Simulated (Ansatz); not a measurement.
Spin states of FeO2 (SMILES [O]=[Fe]=[O]), each relaxed at B3LYP-D3(BJ)/def2-TZVP; lowest solutions found, singlets restricted, no spin–orbit coupling, no relativity up to Kr.
Multiplicity 5 (charge 0, multiplicity 5):
```xyz
3

Fe     0.3219    -0.2412     0.3282
O      0.8732     0.3124    -1.0711
O     -1.2282    -0.0239     0.6726
```
Multiplicity 1 (charge 0, multiplicity 1):
```xyz
3

Fe     0.13424    -0.09713     0.13161
O      1.07114     0.25322    -1.05153
O     -1.23855    -0.10881     0.84970
```

Run with Ansatz (a first-principles code). 

The energy of multiplicity 1 less that of multiplicity 5 (kcal/mol) and the share of exact exchange:

| functional | exact exchange (%) | value |
|---|---|---|
| PBE/def2-TZVPP | 0 | 14.25 |
| PBE0/def2-TZVPP | 25 | 26.52 |
| BLYP/def2-TZVPP | 0 | 12.69 |
| B3LYP/def2-TZVPP | 20 | 21.04 |
| r2SCAN/def2-TZVPP | 0 | 28.42 |
| r2SCANh/def2-TZVPP | 10 | 32.27 |

Take the value as linear in the share of exact exchange along PBE and PBE0. Give the slope, say whether the sign turns, and set the other functionals against that line.


Slope: (26.52 − (14.25))/2.5 = 4.91 kcal/mol for each 10 %. The line keeps its sign from 0 to 100 %. At 50 % it gives 38.8 kcal/mol. B3LYP, at 20 %, lies -3.0 from the PBE line. r2SCAN, with none, stands 14.2 from PBE. The r2SCAN pair gives 3.86 for 10 %.
